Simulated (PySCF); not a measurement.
Question: What does the PBE0-D3(BJ)/def2-SVP structure of `C[S@+]1CCC[C@@H]1CC#N` look like in three dimensions? (Charge +1.)

Answer: 
Z-matrix in Å and degrees, rows numbered from 1:
```
C 
S   1  1.8006
C   2  1.8287  1  102.93
C   3  1.5179  2  105.73  1   -87.67
C   4  1.5243  3  106.23  2   -41.84
C   5  1.5386  4  109.27  3    47.03
C   6  1.5299  2  114.45  1   -18.87
C   7  1.4571  6  113.64  2    75.04
N   8  1.1564  7  176.50  6   -12.20
H   1  1.0992  2  105.18  3   -75.57
H   1  1.0966  2  112.38  3    45.91
H   1  1.0980  2  107.79  3   168.82
H   3  1.0994  2  107.86  1    37.02
H   3  1.1004  2  104.84  1   152.62
H   4  1.1004  3  110.88  2    79.03
H   4  1.1001  3  110.01  2  -162.80
H   5  1.1003  4  111.80  3   168.63
H   5  1.1004  4  110.00  3   -72.64
H   6  1.0995  2  102.08  1  -134.56
H   7  1.1018  6  112.21  2   -50.45
H   7  1.1031  6  106.81  2  -165.49
```

The 3 C–S bonds span 1.801 Å (C1–S2, drawn single) to 1.874 Å (S2–C6, drawn single), a spread of 0.073 Å. Of the pairs four or more bonds apart, C8···H11 is among the closest relative to their van der Waals radii: 2.55 Å, 88 % of the sum of Bondi's values. S2 (sulfonium sulfur) is pyramidal (angles 107.9°, 102.9° and 94.4°, sum 305.2°, 0.81 Å off the plane of its three neighbours). The 5-membered ring S2–C3–C4–C5–C6 has internal angles of 94.4° to 109.3° (sum 520°, against 540° for a flat polygon); it is puckered, 0.19 Å rms from its mean plane, widest ring torsion 47°.

Computed, not measured: PBE0-D3(BJ)/def2-SVP geometry optimisation, gas phase (PySCF 2.14.0).

Point group: C1 (no symmetry element, even within 0.4 Å). Stationary, but not proved a minimum. Torsions: C5–C6–C7–C8 -47°, C1–S2–C3–C4 -88°, S2–C3–C4–C5 -42°, C3–C4–C5–C6 47°, C4–C5–C6–C7 98°.

One conformer stands for the species.
